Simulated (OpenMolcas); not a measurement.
5d³ along the 71-electron sequence

| Item | Value |
| --- | --- |
| Program | OpenMolcas 26.06 |
| Method | SS-RASPT2, IPEA 0.25 Eh, imaginary shift 0.1 Eh |
| Basis | ANO-R2 |
| Scalar Hamiltonian | X2C, finite nucleus |
| Spin-orbit coupling | state interaction with AMFI integrals over the reference wave functions, term energies averaged over their components |

Active space for each ion: 9 electrons in 8 orbitals (RAS1 5p, at most 2 holes; RAS2 5d); closed shells correlated by CASPT2: 5s.

Computed levels in cm-1 above ⁴F_3/2:

```tsv
Level	Re4+	Os5+	Ir6+	Pt7+
⁴F_5/2	5250	6770	8470	10500
⁴F_7/2	9590	12020	14640	17590
⁴P_1/2	14760	17390	19990	22720
²G_7/2	20080	23970	28110	32660
²H_9/2	21080	25120	29510	34410
⁴P_5/2	21940	25820	29890	34270
²P_1/2	24610	29920	35260	40920
²H_11/2	28440	33500	38820	44540
²D_5/2(1)	30690	36370	42260	48500
weight of ⁴F in the lowest level (%)	84	81	78	75
```

Mixed levels, with the weight of the term that names them: Re4+ ⁴P_1/2 (63 %), Re4+ ²H_9/2 (56 %), Re4+ ²P_1/2 (63 %), Os5+ ⁴P_1/2 (67 %), Os5+ ²H_9/2 (56 %), Os5+ ²P_1/2 (67 %), Ir6+ ⁴P_1/2 (68 %), Ir6+ ²H_9/2 (55 %), Ir6+ ²P_1/2 (68 %), Pt7+ ⁴P_1/2 (67 %), Pt7+ ²G_7/2 (74 %), Pt7+ ²H_9/2 (54 %), Pt7+ ²P_1/2 (67 %).

Measured, with the error of the calculation in %. Measured levels: Re4+ from the list in Brasseur, Gamrath and Quinet, At. Data Nucl. Data Tables 157, 101636 (2024); Os5+ from the list in Brasseur, Palmeri and Quinet, Atoms 13, 11 (2025).

| Level | Re4+ | Os5+ |
| --- | --- | --- |
| ⁴F_5/2 | 4853 (+8.1) | 6397 (+5.8) |
| ⁴F_7/2 | 8973 (+6.9) | 11444 (+5.0) |
| ⁴P_1/2 | 14325 (+3.0) | 16772 (+3.7) |
| ²G_7/2 | 19013 (+5.6) | 22920 (+4.6) |
| ²H_9/2 | 19967 (+5.6) | 24028 (+4.6) |
| ⁴P_5/2 | 20922 (+4.9) | 24828 (+4.0) |
| ²P_1/2 | 23669 (+4.0) | 28860 (+3.7) |
| ²H_11/2 | 27077 (+5.0) | 32156 (+4.2) |
| ²D_5/2(1) | 28739 (+6.8) | 34418 (+5.7) |

The fine-structure level ⁴F_7/2 changes by a factor of 1.83 from Re4+ to Pt7+. Its fourth root runs 9.90, 10.47, 11.00, 11.52, with steps per unit of Z of 0.57, 0.53, 0.52; equal steps would mean a (Z - σ)^4 law with constant σ.

⁴P_1/2 changes by a factor of 1.54 over the same range, with steps per unit of Z of +2630, +2600, +2730 cm-1.

Term energies are means over components that CASPT2 splits; among the terms shown or strongly mixed into the levels shown the widest spread is 170 cm-1 (5d³ ⁴F, Os5+). Active for correlation alone: 5p; no level in the range computed is led by a configuration that opens it, so any true level of that kind is missing. Computed and measured levels are paired by configuration, term and J; levels that our copy of the source lacks, or whose pairing is in doubt (as where it misses far off the trend of its configuration), stay unpaired and out of the deviations. Levels of configurations outside the active space are missing.

A number in round brackets counts repeated terms of one configuration in the order of the reference energies.
